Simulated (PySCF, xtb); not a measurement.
CH7Si2, SMILES C([SiH2])[SiH3], multiplicity 2.

Harmonic wavenumbers (cm⁻¹) from xtb 6.7.1 with GFN2-xTB at its own minimum, in rising order: 104, 127, 164, 480, 494, 514, 519, 693, 719, 759, 786, 799, 808, 818, 1015, 1125, 1455, 2230, 2246, 2252, 2258, 2286, 2932, 2976.

**Question.** What does PBE-D3(BJ)/def2-SVP run with PySCF give at its own minimum? (The exact figures need the calculation; the answer reports its results.)

**Answer.** 91, 137, 161, 446, 534, 548, 560, 730, 741, 776, 878, 905, 912, 916, 966, 1023, 1318, 2118, 2147, 2158, 2166, 2170, 2969, 3043. Paired by order, the mean absolute difference is 65 cm⁻¹ and the zero-point energies are 40.8 and 40.6 kcal/mol.
